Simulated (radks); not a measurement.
Q: Species: the gold ion Au+. Configuration: [Xe] 4f14 5d10. All-electron calculation, scalar-relativistic Kohn-Sham, PBE, spin-polarised, spherical densities, finite nucleus; Fermi nuclear charge, rms radius 5.4371 fm. Program: a radial shooting solver on a logarithmic mesh with Libxc functionals. Some entries of the table are withheld. Estimate them.

orbital  occ.  eigenvalue (eV)  r(max) (bohr)  <1/r> (bohr^-1)
1s          2        -80749.91        0.01042            95.70
2s          2        -14255.36        0.06018            22.44
2p          6        -12329.13        0.04981            19.97
3s          2        -3371.136            (1)            8.321
3p          6        -2812.101         0.1690            7.592
3d         10        -2213.801         0.1376            7.145
4s          2        -738.2758         0.3827            3.566
4p          6              (2)         0.4028            3.221
4d         10        -334.3688         0.4103            2.886
5s          2        -116.7977         0.8483            1.459
4f         14         -89.5897         0.3756            2.462
5p          6         -68.3464         0.9534            1.236
5d         10         -15.3286          1.215           0.8394

A: 
(1) 3s r(max) (bohr): 0.1697
(2) 4p eigenvalue (eV): -554.8859
